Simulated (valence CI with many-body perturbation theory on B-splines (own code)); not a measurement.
**Hyperfine factors and g values of W XXV**

Calculated by configuration interaction combined with many-body perturbation theory (CI+MBPT): four valence electrons over a frozen Dirac-Fock core [Kr] 4d10, radial functions for each j: 7 s, 7 p, 7 d, 7 f, 4 g, 2 h, with the one-electron correlation potential Σ1, the two-electron term Σ2, the three-electron term Σ3, Breit, model QED; selected CI, second order for the rest (own B-spline code, finite nucleus).

No measured levels were compared; by estimate terms of the open shell hold to a few per cent of their energy, and close levels can change places.

A/g_I is the dipole constant over the nuclear g factor μ/I (μ in nuclear magnetons, uniformly magnetised nucleus), B/Q the quadrupole constant per barn. Both hold the static response of the core; the bare values leave it out. Large factors of s and p1/2 electrons are usually good to 5 to 10 %; those of open d and f shells near neutrality can be off by tens of per cent, and small factors of p3/2, d and f electrons come from cancelling terms and can be off by a factor of two or in sign, in half-filled shells by more. B is blank for J = 1/2, where it vanishes, and for nearly pure S terms. Energies count from the lowest level. Levels with J = 0 are left out.

Levels are named by their leading jj configuration (3d3/2^4 stands for four electrons in 3d with j = 3/2), which in mixed levels can hold well under half, so a name can repeat and another be missing. Letters in brackets count levels of one name in rising energy.

```tsv
Level	E (cm⁻¹)	g	A/g_I (MHz)	A/g_I bare	B/Q (MHz/b)	B/Q bare
(4f5/2^4) J=4	0.0	0.639	4440	3990	-2030	-1790
(4f5/2^3 4f7/2) J=5 [a]	14072	0.909	3170	3120	-1750	-1550
(4f5/2^2 4f7/2^2) J=6 [a]	26069	1.055	2550	2720	-1460	-1320
(4f5/2^4) J=2	35094	0.959	3570	3690	2500	2220
(4f5/2^2 4f7/2^2) J=7 [a]	35763	1.133	2280	2590	-955	-897
(4f5/2^3 4f7/2) J=1 [a]	40562	0.110	8070	7010	648	570
(4f5/2^3 4f7/2) J=4 [a]	43164	1.028	3030	3230	-3100	-2750
(4f5/2^2 4f7/2^2) J=8 [a]	43845	1.175	2170	2550	-250	-301
(4f5/2^3 4f7/2) J=3 [a]	47414	1.155	2220	2570	-145	-143
(4f5/2^3 4f7/2) J=2 [a]	51103	0.599	4830	4350	-2250	-1980
(4f5/2^3 4f7/2) J=2 [b]	51723	1.667	-348	735	188	135
(4f5/2^3 4f7/2) J=3 [b]	54006	0.924	3240	3240	1000	907
(4f5/2^2 4f7/2^2) J=6 [b]	55983	0.883	3250	3170	415	387
(4f5/2^3 4f7/2) J=5 [b]	59911	1.222	1810	2240	-1060	-998
(4f5/2^3 4f7/2) J=7	60111	0.974	2880	2930	1980	1740
(4f5/2^2 4f7/2^2) J=4 [a]	61907	1.224	1660	2080	2400	2110
(4f5/2^3 4f7/2) J=8	65123	1.026	2680	2810	3720	3240
(4f5/2^2 4f7/2^2) J=4 [b]	72316	1.044	2640	2810	-798	-696
(4f5/2^2 4f7/2^2) J=2 [a]	74198	1.162	1970	2300	1720	1530
(4f5/2^2 4f7/2^2) J=5 [a]	74577	1.256	1470	1920	2670	2330
(4f5/2^2 4f7/2^2) J=3 [a]	74875	0.871	3310	3200	-2150	-1900
(4f5/2^2 4f7/2^2) J=1 [a]	80132	1.032	3090	3300	-178	-165
(4f5/2^2 4f7/2^2) J=2 [b]	82152	1.037	1980	2040	-754	-695
(4f5/2^2 4f7/2^2) J=5 [b]	84423	1.128	2250	2540	-557	-510
(4f5/2^2 4f7/2^2) J=8 [b]	84530	1.000	2780	2870	3440	3040
(4f5/2^2 4f7/2^2) J=6 [c]	85650	1.244	1620	2070	-699	-681
(4f5/2^2 4f7/2^2) J=9	85673	1.050	2560	2740	6150	5400
(4f5/2^3 4f7/2) J=5 [c]	85874	0.945	2890	2880	664	576
(4f5/2^2 4f7/2^2) J=4 [c]	86423	1.201	1750	2130	-2440	-2190
(4f5/2^2 4f7/2^2) J=3 [b]	86729	1.258	1210	1640	1090	951
(4f5/2 4f7/2^3) J=7 [a]	86874	0.968	2690	2710	1280	1150
(4f5/2^2 4f7/2^2) J=8 [c]	90868	1.037	2430	2550	2970	2600
(4f5/2^3 4f7/2) J=1 [b]	92289	1.496	-614	62.8	1440	1260
(4f5/2^2 4f7/2^2) J=2 [c]	92876	0.717	4950	4750	813	749
(4f5/2^2 4f7/2^2) J=6 [d]	93088	1.127	2300	2600	172	131
(4f5/2 4f7/2^3) J=4 [a]	96367	1.051	2470	2630	-586	-528
(4f5/2^2 4f7/2^2) J=7 [b]	99643	1.096	2450	2700	1120	976
(4f5/2^2 4f7/2^2) J=2 [d]	100200	1.462	6.01	700	737	639
```

Problem. Take the isotope of mass number 183, with I = 1/2, μ = 0.11739 μN. What is the hyperfine structure of (4f5/2^4) J=2?

Solution. From the table A = 839 MHz. Shifts from the centre of gravity in MHz: F = 3/2: -1260, F = 5/2: 839.
